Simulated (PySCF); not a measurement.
Coordinates in bohr (charge -1 multiplicity 1):
```
Ca    0.0000    0.0000    0.0000
I     0.0000    0.0000    5.5422
I     4.7997    0.0000   -2.7711
I    -4.7997    0.0000   -2.7711
```

Method: PBE0/[Ca def2-SVPD, I def2-SVPD with ECP28], scalar-relativistic core potentials, density fitting, no spin–orbit coupling, PySCF.

This geometry of CaI₃⁻ is a stationary point at this level.

(1) What is the point group?

(2) Is it a minimum?

(3) List the harmonic modes with their infrared intensities.

## Answers

(1) D3h.

(2) Yes: all harmonic wavenumbers are real, though the softest, 35 cm⁻¹, leaves little margin.

(3) 
```tsv
symmetry	ω (cm⁻¹)	IR (km/mol, summed over degenerate members)
e'	35	0.9
a2''	78	18.4
a1'	103	0.0
e'	234	166
```

This need not be the most stable arrangement of these atoms. The lowest empty level of this anion is unbound, so it and the gap depend on the basis.
